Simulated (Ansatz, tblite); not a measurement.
Forces on the cluster Si₃Au₂⁻ at its r2SCAN-D4/def2-SVPD geometry. The state is a doublet with charge -1.

In the def2 sets Au takes a core potential; there is no spin–orbit coupling. The xTB rows come from tblite. Another isomer (doublet) lies 0.17 eV lower at PBE0-D4/def2-TZVPD; other spin states weren't run for this one.

GFN1-xTB (tblite), largest force 0.96 eV/Å:

```xyz
5
positions Å, forces eV/Å
Au    0.409    1.744    0.739   -0.320   -0.208   -0.143
Au   -1.909    0.117   -0.312    0.305    0.231    0.141
Si   -0.126   -0.642    1.273    0.421   -0.046   -0.857
Si    0.357    0.354   -1.338    0.119   -0.618    0.697
Si    1.269   -1.572   -0.362   -0.525    0.642    0.162
```

GFN2-xTB (tblite), largest force 1.49 eV/Å:

```
Au 0.313 -0.027 0.044
Au -0.057 -0.286 -0.124
Si 0.258 -0.607 0.372
Si 0.410 -0.209 -0.580
Si -0.924 1.130 0.287
```

PBE-D4/def2-TZVPD (Ansatz), largest force 0.05 eV/Å:

```
Au -0.014 -0.048 -0.016
Au 0.050 -0.003 0.013
Si -0.021 0.027 0.004
Si -0.012 0.018 0.001
Si -0.004 0.006 -0.002
```
